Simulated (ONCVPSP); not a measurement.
**An all-electron radial function and its pseudo partner (manganese)**

Columns: radius, all-electron u(r) and pseudo u(r) of the 3d shell (level -6.79 eV) of manganese in the configuration [Ne] 3s2 3p6 3d5 4s2; PBEsol, scalar-relativistic, ONCV scheme, ONCVPSP 4.0.1.

| r (bohr) | all-electron | pseudo |
| --- | --- | --- |
| 0.088 | 0.0437 | 0.0051 |
| 0.175 | 0.1907 | 0.0378 |
| 0.262 | 0.3789 | 0.1167 |
| 0.350 | 0.5565 | 0.2472 |
| 0.438 | 0.6970 | 0.4164 |
| 0.525 | 0.7948 | 0.5981 |
| 0.612 | 0.8547 | 0.7663 |
| 0.700 | 0.8832 | 0.8983 |
| 0.788 | 0.8874 | 0.9777 |
| 0.875 | 0.8744 | 1.0024 |
| 0.962 | 0.8498 | 0.9817 |
| 1.050 | 0.8174 | 0.9295 |
| 1.138 | 0.7806 | 0.8619 |
| 1.225 | 0.7418 | 0.7930 |
| 1.312 | 0.7023 | 0.7296 |
| 1.400 | 0.6626 | 0.6744 |
| 1.487 | 0.6242 | 0.6281 |
| 1.575 | 0.5868 | 0.5875 |
| 1.662 | 0.5514 | 0.5514 |
| 1.750 | 0.5174 | 0.5174 |
| 1.838 | 0.4854 | 0.4853 |
| 1.925 | 0.4555 | 0.4555 |
| 2.012 | 0.4274 | 0.4274 |
| 2.100 | 0.4008 | 0.4008 |
| 2.188 | 0.3759 | 0.3758 |
| 2.275 | 0.3527 | 0.3527 |

Q: How many radial nodes do the two functions have?

A: The all-electron 3d function has n − l − 1 = 0; the pseudo-wave has 0.

Q: At about which radius was the pseudo-wave matched?

A: 1.75 bohr. The columns agree to 0.0005 from 1.66 bohr on; several derivatives are matched, so the curves merge somewhat inside the radius.

Q: Where does each function peak?

A: Outermost all-electron maximum near 0.79 bohr, pseudo maximum near 0.88 bohr (to the table’s step).

Q: Is the pseudo-wave norm-conserving?

A: Yes: the ONCV scheme keeps the norm inside the radius equal to the all-electron one, which fixes the energy derivative of the logarithmic derivative at the level.
